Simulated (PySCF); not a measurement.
H4O4Ti, charge -1, doublet, at a GFN2-xTB geometry of the parent state (such geometries of metal compounds can be far from the true shape) (a state made from the parent by changing its charge; the spin is typed, not shown lowest) (in this run its highest filled SCF level lies above zero, so its values depend strongly on the basis, on diffuse functions most of all); B3LYP/STO-3G run with PySCF.

Here is a job for PySCF.
```python
from pyscf import gto, scf, dft

mol = gto.Mole()
mol.atom = '''
    Ti    0.00000000    0.00000000   -0.00000000
    O     1.24544225   -0.58253470   -1.05566096
    H     2.18594291   -0.38412089   -1.04907072
    O     0.70126705    0.27495552    1.56125498
    H     0.42784937    0.88996160    2.24752262
    O    -0.68322854    1.49335881   -0.55495166
    H    -1.41360157    1.63536595   -1.16350913
    O    -1.26348075   -1.18577963    0.04935764
    H    -1.20019071   -2.14120665   -0.03494277
'''
mol.basis = 'sto-3g'
mol.charge = -1
mol.spin = 1
mol.verbose = 4
mol.build()

mf = dft.UKS(mol)
mf.xc = 'b3lyp'
mf.kernel()
mf.analyze()
```

What the program printed (banner, timings and long lists left out):

```
PySCF version 2.14.0

[INPUT] verbose = 4
[INPUT] num. atoms = 9
[INPUT] num. electrons = 59
[INPUT] charge = -1
[INPUT] spin (= nelec alpha-beta = 2S) = 1
[INPUT] symmetry False subgroup None
[INPUT] Mole.unit = angstrom
[INPUT] Symbol           X                Y                Z      unit          X                Y                Z       unit  Magmom
[INPUT]  1 Ti     0.000000000000   0.000000000000   0.000000000000 AA    0.000000000000   0.000000000000   0.000000000000 Bohr   0.0
[INPUT]  2 O      1.245442250000  -0.582534700000  -1.055660960000 AA    2.353544756462  -1.100831041056  -1.994910094795 Bohr   0.0
[INPUT]  3 H      2.185942910000  -0.384120890000  -1.049070720000 AA    4.130833423835  -0.725883280824  -1.982456346100 Bohr   0.0
[INPUT]  4 O      0.701267050000   0.274955520000   1.561254980000 AA    1.325202664682   0.519590629237   2.950344322813 Bohr   0.0
[INPUT]  5 H      0.427849370000   0.889961600000   2.247522620000 AA    0.808518131868   1.681783685380   4.247202210565 Bohr   0.0
[INPUT]  6 O     -0.683228540000   1.493358810000  -0.554951660000 AA   -1.291114821086   2.822039156606  -1.048706649773 Bohr   0.0
[INPUT]  7 H     -1.413601570000   1.635365950000  -1.163509130000 AA   -2.671319816555   3.090393758939  -2.198713599131 Bohr   0.0
[INPUT]  8 O     -1.263480750000  -1.185779630000   0.049357640000 AA   -2.387632581160  -2.240798744788   0.093272421755 Bohr   0.0
[INPUT]  9 H     -1.200190710000  -2.141206650000  -0.034942770000 AA   -2.268031739147  -4.046294144597  -0.066032265334 Bohr   0.0

nuclear repulsion = 339.052642804665
number of shells = 24
number of NR pGTOs = 126
number of NR cGTOs = 42
basis = sto-3g
ecp = {}

******** <class 'pyscf.dft.uks.UKS'> ********
method = UKS
initial guess = minao
damping factor = 0
level_shift factor = 0
DIIS = <class 'pyscf.scf.diis.CDIIS'>
diis_start_cycle = 1
diis_space = 8
diis_damp = 0
SCF conv_tol = 1e-09
SCF conv_tol_grad = None
SCF max_cycles = 50
direct_scf = True
direct_scf_tol = 1e-13
number electrons alpha = 30  beta = 29
XC library pyscf.dft.libxc version 7.1.2
    S. Lehtola, C. Steigemann, M. J. T. Oliveira, and M. A. L. Marques,  SoftwareX 7, 1–5 (2018)
XC functionals = b3lyp
    P. J. Stephens, F. J. Devlin, C. F. Chabalowski, and M. J. Frisch,  J. Phys. Chem. 98, 11623 (1994)
radial grids:
    Treutler-Ahlrichs [JCP 102, 346 (1995); DOI:10.1063/1.469408] (M4) radial grids

becke partition: Becke, JCP 88, 2547 (1988); DOI:10.1063/1.454033
pruning grids: <function nwchem_prune>
grids dens level: 3
symmetrized grids: False
atomic radii adjust function: <function treutler_atomic_radii_adjust>
small_rho_cutoff = 0
Set gradient conv threshold to 3.16228e-05
tot grids = 116464
init E= -1139.63268803916

cycle= 1 E= -1139.3541766563  delta_E= 0.279  |g|= 0.752  |ddm|= 3.06
cycle= 2 E= -1139.45936374386  delta_E= -0.105  |g|= 0.743  |ddm|= 2.07
cycle= 3 E= -1139.75138322695  delta_E= -0.292  |g|= 0.176  |ddm|= 1.02
cycle= 4 E= -1139.77417816871  delta_E= -0.0228  |g|= 0.0145  |ddm|= 0.359
cycle= 5 E= -1139.77435103484  delta_E= -0.000173  |g|= 0.00143  |ddm|= 0.0302
cycle= 6 E= -1139.77435719443  delta_E= -6.16e-06  |g|= 0.000322  |ddm|= 0.00993
cycle= 7 E= -1139.77435777844  delta_E= -5.84e-07  |g|= 7.84e-05  |ddm|= 0.00379
cycle= 8 E= -1139.77435783742  delta_E= -5.9e-08  |g|= 2.48e-05  |ddm|= 0.0014
cycle= 9 E= -1139.77435784094  delta_E= -3.53e-09  |g|= 2.32e-05  |ddm|= 0.000359
cycle= 10 E= -1139.77435784147  delta_E= -5.3e-10  |g|= 1.46e-06  |ddm|= 9.67e-05
Extra cycle  E= -1139.77435784148  delta_E= -3.64e-12  |g|= 1.17e-06  |ddm|= 9.81e-06
converged SCF energy = -1139.77435784148  <S^2> = 0.75210667  2S+1 = 2.0021056
**** SCF Summaries ****
Total Energy =                       -1139.774357841475194
Nuclear Repulsion Energy =             339.052642804665425
One-electron Energy =                -2259.272570307936348
Two-electron Energy =                  780.445569661795616
Two-electron Coulomb Energy =          859.074739716289400
DFT Exchange-Correlation Energy =      -78.629170054493756
**** MO energy ****
                             alpha | beta                alpha | beta
MO #1   energy= -176.736152773437  | -176.736176347951  occ= 1 | 1
MO #2   energy= -19.2932349659132  | -19.2927345549556  occ= 1 | 1
MO #3   energy= -18.5449829852706  | -18.5444824469067  occ= 1 | 1
MO #4   energy= -18.544982708511   | -18.5444822120106  occ= 1 | 1
MO #5   energy= -18.5449332605691  | -18.5444323610046  occ= 1 | 1
MO #6   energy= -18.5449248822258  | -18.5444240546113  occ= 1 | 1
MO #7   energy= -16.303448509605   | -16.3033685528056  occ= 1 | 1
MO #8   energy= -16.2997045069305  | -16.2991133235342  occ= 1 | 1
MO #9   energy= -16.2997044834703  | -16.2991133050589  occ= 1 | 1
MO #10  energy= -2.05548381196569  | -2.03717718623865  occ= 1 | 1
MO #11  energy= -1.19379296921841  | -1.18791518432609  occ= 1 | 1
MO #12  energy= -1.1899552871273   | -1.16266781154503  occ= 1 | 1
MO #13  energy= -1.1899551597261   | -1.16266774863115  occ= 1 | 1
MO #14  energy= -0.617075120395485 | -0.614578102474669 occ= 1 | 1
MO #15  energy= -0.604390586031034 | -0.601941976235936 occ= 1 | 1
MO #16  energy= -0.604033600779676 | -0.601111828635144 occ= 1 | 1
MO #17  energy= -0.604033318135694 | -0.601111473353723 occ= 1 | 1
MO #18  energy= -0.112835261452908 | -0.106894636893242 occ= 1 | 1
MO #19  energy= -0.111714892708883 | -0.103851206854435 occ= 1 | 1
MO #20  energy= -0.101817435300026 | -0.0963820643176836 occ= 1 | 1
MO #21  energy= -0.101816804776855 | -0.0963813822392619 occ= 1 | 1
MO #22  energy= 0.0586739402547988 | 0.0614518466559217 occ= 1 | 1
MO #23  energy= 0.0590376322729841 | 0.0616408629100129 occ= 1 | 1
MO #24  energy= 0.0709638989450064 | 0.0754777637751016 occ= 1 | 1
MO #25  energy= 0.0709651351880358 | 0.0754790061033024 occ= 1 | 1
MO #26  energy= 0.0756628938403017 | 0.0812442593419533 occ= 1 | 1
MO #27  energy= 0.100331082350003  | 0.105445122709076  occ= 1 | 1
MO #28  energy= 0.122158877560266  | 0.123077979610426  occ= 1 | 1
MO #29  energy= 0.122160174367086  | 0.123079276511333  occ= 1 | 1
MO #30  energy= 0.426485267310598  | 0.534494468973568  occ= 1 | 0
MO #31  energy= 0.526305815656211  | 0.534946281621818  occ= 0 | 0
MO #32  energy= 0.529344284709676  | 0.545621860482192  occ= 0 | 0
MO #33  energy= 0.529344523174179  | 0.545622407740617  occ= 0 | 0
MO #34  energy= 0.57261596734352   | 0.58656998111972   occ= 0 | 0
MO #35  energy= 0.584443743281493  | 0.590821898983044  occ= 0 | 0
MO #36  energy= 0.654505258840631  | 0.664487514938828  occ= 0 | 0
MO #37  energy= 0.654506870483562  | 0.66448930174066   occ= 0 | 0
MO #38  energy= 0.687074334149665  | 0.70778310882062   occ= 0 | 0

To work with the spin densities directly, `use mulliken_meta_spin()` only printing them here.

 ** Mulliken spin pop alpha/beta on meta-lowdin orthogonal AOs **
 ** Mulliken Spin Density (per AO)  **
spin_pop of  0 Ti 1s        0.00000
spin_pop of  0 Ti 2s        0.00000
spin_pop of  0 Ti 3s        0.00009
spin_pop of  0 Ti 4s        0.00793
spin_pop of  0 Ti 2px      -0.00000
spin_pop of  0 Ti 2py      -0.00000
spin_pop of  0 Ti 2pz      -0.00000
spin_pop of  0 Ti 3px       0.00010
spin_pop of  0 Ti 3py       0.00008
spin_pop of  0 Ti 3pz       0.00004
spin_pop of  0 Ti 4px       0.00247
spin_pop of  0 Ti 4py       0.00227
spin_pop of  0 Ti 4pz       0.00156
spin_pop of  0 Ti 3dxy      0.00608
spin_pop of  0 Ti 3dyz      0.13760
spin_pop of  0 Ti 3dz^2     0.01538
spin_pop of  0 Ti 3dxz      0.08464
spin_pop of  0 Ti 3dx2-y2    0.50507
spin_pop of  1 O 1s        0.00000
spin_pop of  1 O 2s        0.01338
spin_pop of  1 O 2px      -0.00821
spin_pop of  1 O 2py      -0.00079
spin_pop of  1 O 2pz       0.00189
spin_pop of  2 H 1s        0.05290
spin_pop of  3 O 1s        0.00000
spin_pop of  3 O 2s        0.01338
spin_pop of  3 O 2px      -0.00021
spin_pop of  3 O 2py      -0.01033
spin_pop of  3 O 2pz       0.00343
spin_pop of  4 H 1s        0.05290
spin_pop of  5 O 1s        0.00000
spin_pop of  5 O 2s        0.01338
spin_pop of  5 O 2px      -0.00934
spin_pop of  5 O 2py       0.01267
spin_pop of  5 O 2pz      -0.01044
spin_pop of  6 H 1s        0.05290
spin_pop of  7 O 1s        0.00000
spin_pop of  7 O 2s        0.01338
spin_pop of  7 O 2px       0.00873
spin_pop of  7 O 2py      -0.01083
spin_pop of  7 O 2pz      -0.00501
spin_pop of  8 H 1s        0.05290
 ** Mulliken Spin Density (per atom)  **
spin density of  0 Ti =      0.76331
spin density of  1 O =      0.00627
spin density of  2 H =      0.05290
spin density of  3 O =      0.00627
spin density of  4 H =      0.05290
spin density of  5 O =      0.00627
spin density of  6 H =      0.05290
spin density of  7 O =      0.00627
spin density of  8 H =      0.05290
 ** Mulliken pop alpha/beta on meta-lowdin orthogonal AOs **
 ** Mulliken pop       alpha | beta **
In total            30.00000 | 29.00000
 ** Mulliken atomic charges   ( Nelec_alpha | Nelec_beta ) **
charge of  0Ti =      0.41921  (    11.17205     10.40874 )
charge of  1O =     -0.41333  (     4.20980      4.20353 )
charge of  2H =      0.05853  (     0.49719      0.44429 )
charge of  3O =     -0.41333  (     4.20980      4.20353 )
charge of  4H =      0.05853  (     0.49719      0.44428 )
charge of  5O =     -0.41333  (     4.20980      4.20353 )
charge of  6H =      0.05853  (     0.49719      0.44428 )
charge of  7O =     -0.41333  (     4.20980      4.20353 )
charge of  8H =      0.05853  (     0.49719      0.44428 )

WARN: System has nonzero charge -1; the dipole moment is origin-dependent.
Location of origin: [0. 0. 0.]

Dipole moment(X, Y, Z, Debye): -0.00002, -0.00000,  0.00001
```
